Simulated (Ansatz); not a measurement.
Cost and result for the atomization energy of CH6NOSb (`C[O][SbH][NH2]`) (10 atoms, 9 bonds).

Cartesian coordinates in Å:
```
C -1.186 -1.255 -0.044
O 0.179 -1.080 0.232
Sb 1.197 0.195 -0.887
N 0.901 1.929 0.089
H -1.542 -2.125 0.516
H -1.786 -0.389 0.267
H -1.387 -1.440 -1.110
H 2.596 -0.161 0.030
H 0.951 1.885 1.098
H 0.076 2.441 -0.189
```

The species carries charge 0 and has multiplicity 1. Correlated methods include outer-core shells of Sb, which these sets cover unevenly. Sb: def2 effective core potential. All single points use the PBE0-D4/def2-TZVP geometry. It is one conformer, not always the lowest. Program: Ansatz. All runs use 4 threads of an Arm Neoverse V1 on a shared host. Times are those of one run each, without the atoms' runs, and a repeat can differ threefold. Electronic energies, without spin–orbit coupling; frozen cores. CCSD(T)/CBS adds CCSD(T) − MP2 in def2-TZVPP to the MP2 limit, and its time is that of the two runs behind it. T1 = 0.014. With those shells the extrapolation isn't a true limit. B3LYP takes the VWN-RPA correlation (the form of Gaussian; ORCA's B3LYP/G).

CCSD(T)/CBS is a level of theory with its own doubt, some kJ/mol a heavy atom from the limit and from the frozen cores, so smaller differences don't rank the functionals.

```json
{"level": "PBE-D4/def2-TZVPP (with forces)", "functions": "227", "wall time": "2.1 s"}
{"level": "PBE0-D4/def2-TZVPP", "functions": "227", "wall time": "2.4 s"}
{"level": "B3LYP-D4/def2-TZVPP (with forces)", "functions": "227", "wall time": "3.5 s"}
{"level": "r2SCAN-D4/def2-TZVPP (with forces)", "functions": "227", "wall time": "4 s"}
{"level": "B2PLYP/def2-TZVPP", "functions": "227", "wall time": "4.9 s"}
{"level": "ωB97X-V/def2-TZVPP", "functions": "227", "wall time": "7 s"}
{"level": "ωB97M-V/def2-TZVPP (with forces)", "functions": "227", "wall time": "10 s"}
{"level": "MP2/def2-QZVPP", "functions": "433", "wall time": "17 s"}
{"level": "CCSD(T)/def2-TZVPP", "functions": "227", "wall time": "2.7 min"}
{"level": "CCSD(T)/CBS(def2)", "functions": "–", "wall time": "3 min"}
```

(1) What atomization energy does each give, and how far from CCSD(T)/CBS? (Best estimate.)

Answers

(1) Ansatz gave: 
```json
{"level": "PBE-D4/def2-TZVPP (with forces)", "atomization (kJ/mol)": "3345.3", "difference from CCSD(T)/CBS": "66.9", "per bond": "7.4"}
{"level": "PBE0-D4/def2-TZVPP", "atomization (kJ/mol)": "3244.8", "difference from CCSD(T)/CBS": "-33.6", "per bond": "-3.7"}
{"level": "B3LYP-D4/def2-TZVPP (with forces)", "atomization (kJ/mol)": "3286.9", "difference from CCSD(T)/CBS": "8.5", "per bond": "0.9"}
{"level": "r2SCAN-D4/def2-TZVPP (with forces)", "atomization (kJ/mol)": "3249.3", "difference from CCSD(T)/CBS": "-29.1", "per bond": "-3.2"}
{"level": "B2PLYP/def2-TZVPP", "atomization (kJ/mol)": "3229.9", "difference from CCSD(T)/CBS": "-48.5", "per bond": "-5.4"}
{"level": "ωB97X-V/def2-TZVPP", "atomization (kJ/mol)": "3291.7", "difference from CCSD(T)/CBS": "13.3", "per bond": "1.5"}
{"level": "ωB97M-V/def2-TZVPP (with forces)", "atomization (kJ/mol)": "3269.8", "difference from CCSD(T)/CBS": "-8.6", "per bond": "-1.0"}
{"level": "MP2/def2-QZVPP", "atomization (kJ/mol)": "3253.1", "difference from CCSD(T)/CBS": "-25.3", "per bond": "-2.8"}
{"level": "CCSD(T)/def2-TZVPP", "atomization (kJ/mol)": "3159.9", "difference from CCSD(T)/CBS": "-118.5", "per bond": "-13.2"}
{"level": "CCSD(T)/CBS(def2)", "atomization (kJ/mol)": "3278.4", "difference from CCSD(T)/CBS": "0.0", "per bond": "0.0"}
```

In def2-TZVPP, CCSD(T) changes the Hartree–Fock value by +1026.3 kJ/mol (the triples alone add +60.2 kJ/mol) and MP2 by +1047.5 kJ/mol; breaking electron pairs costs correlation energy, which Hartree–Fock lacks. The D4 term adds +30.7 kJ/mol with B3LYP and +16.0 kJ/mol with PBE0; it sums over pairs of atoms, weighted by their polarisabilities, and B3LYP, whose exchange is more repulsive, gets the larger term. From PBE to PBE0 (25 % exact exchange), in def2-TZVPP and without D4, the atomization energy moves by −97.5 kJ/mol: exact exchange takes away binding that semilocal exchange gives to molecules.
